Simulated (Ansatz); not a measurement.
Input and output for `[SiH3]B([SiH3])[SiH3]`.

```yaml
crystal:
  periodic: [false, false, false]
  atoms:
    - {symbol: Si, position_ang: [-0.843599, 1.644482, -0.788084]}
    - {symbol: B, position_ang: [-0.030663, 0.020567, 0.048133]}
    - {symbol: Si, position_ang: [1.400090, 0.148190, 1.439087]}
    - {symbol: Si, position_ang: [-0.587445, -1.785958, -0.602675]}
    - {symbol: H, position_ang: [-2.208742, 1.408037, -1.334501]}
    - {symbol: H, position_ang: [-0.881056, 2.848158, 0.086494]}
    - {symbol: H, position_ang: [0.063635, 1.936485, -1.941207]}
    - {symbol: H, position_ang: [1.482678, -1.051965, 2.317046]}
    - {symbol: H, position_ang: [2.662443, 0.212844, 0.638734]}
    - {symbol: H, position_ang: [1.334293, 1.362927, 2.296734]}
    - {symbol: H, position_ang: [0.453572, -2.840820, -0.459565]}
    - {symbol: H, position_ang: [-1.720072, -2.130195, 0.313253]}
    - {symbol: H, position_ang: [-1.104639, -1.807651, -1.998751]}
basis:
  gaussian: {orbitals: def2-TZVP, nuclear_model: gaussian}
hamiltonian: {xc: {name: LC-wPBE}, pseudopotentials: {relativity: none}}
```

```sh
$ ansatz run in.yaml --threads 4 --pin off --events-out ev --progress --plain --max-ram 10444MiB
```

It prints (some lines left out):

```
Functional definition: LC-wPBE
1321 factors; their error is unknown
559 factors; integrals over basis functions are off by at most 2.0e-5 eV
mean field evaluation 1: about -24446.0539 eV, gradient 1.4e1 eV
mean field evaluation 2: about -24447.0516 eV, gradient 5.1e0 eV
mean field evaluation 4: about -24447.1901 eV, gradient 2.7e-1 eV
mean field evaluation 8: about -24447.1728 eV, gradient 1.4e-1 eV
mean field evaluation 16: about -24447.1729 eV, gradient 6.5e-5 eV
mean field -24447.17288953 eV, -898.4170328012 hartree, gradient 6.5e-5 eV, S^2 0.000000; 0 other end points of the search recorded, 0 dependent functions left out
reference -24447.17288954 eV, -898.4170328016 hartree; 28, 28 occupied and 168, 168 virtual orbitals, 1321 factors
Total energy: -24447.17288954 eV, -898.4170328016 hartree
```

Hardware: 4 threads of an Arm Neoverse V2 on a shared host. Wall time 1.8 s, peak host memory 0.52 GiB.
